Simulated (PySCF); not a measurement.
C2H3O2, SMILES C(=O)(O)[CH2], multiplicity 2. Atoms are numbered in the order given.

```xyz
7

C      0.2624    -1.3854     0.0000
C     -0.1074     0.0206     0.0000
O     -1.2491     0.4326     0.0000
O      0.9609     0.8490     0.0000
H      1.3108    -1.6894     0.0000
H     -0.5393    -2.1252     0.0000
H      0.6044     1.7508     0.0000
```
Charge 0, spin multiplicity 2.

Coordinates come from a ωB97X-D3(BJ)/def2-SVP optimisation. The isomer is the one that the SMILES or the coordinates give; other isomers of the formula were not compared. The values are those of a single conformer.

The numbers are results of PySCF with TDA-B3LYP/def2-SVPD, not measurements.

Vertical excitations. Isolated molecule, no solvent.

| state | energy (eV) | λ (nm) | f | main pairs |
|---|---|---|---|---|
| root 1 | 2.52 | 493 | 0.000 | β HOMO→LUMO 98 % |
| root 2 | 4.03 | 308 | 0.017 | β HOMO−1→LUMO 92 % |
| root 3 | 5.82 | 213 | 0.001 | β HOMO−2→LUMO 96 % |
| root 4 | 6.09 | 203 | 0.000 | β HOMO−3→LUMO 97 % |
| root 5 | 6.60 | 188 | 0.057 | α HOMO→LUMO+1 68 %, β HOMO−4→LUMO 26 % |
| root 6 | 6.61 | 188 | 0.000 | α HOMO−1→LUMO+1 90 %, β HOMO→LUMO+2 6 % |
| root 7 | 6.68 | 186 | 0.006 | α HOMO→LUMO 94 % |
| root 8 | 7.13 | 174 | 0.002 | α HOMO−1→LUMO 26 %, β HOMO→LUMO+1 71 % |
| root 9 | 7.20 | 172 | 0.000 | α HOMO−1→LUMO+1 8 %, β HOMO→LUMO+2 83 % |
| root 10 | 7.39 | 168 | 0.052 | α HOMO−1→LUMO 71 %, β HOMO→LUMO+1 25 % |
Unrestricted roots are not spin-pure.
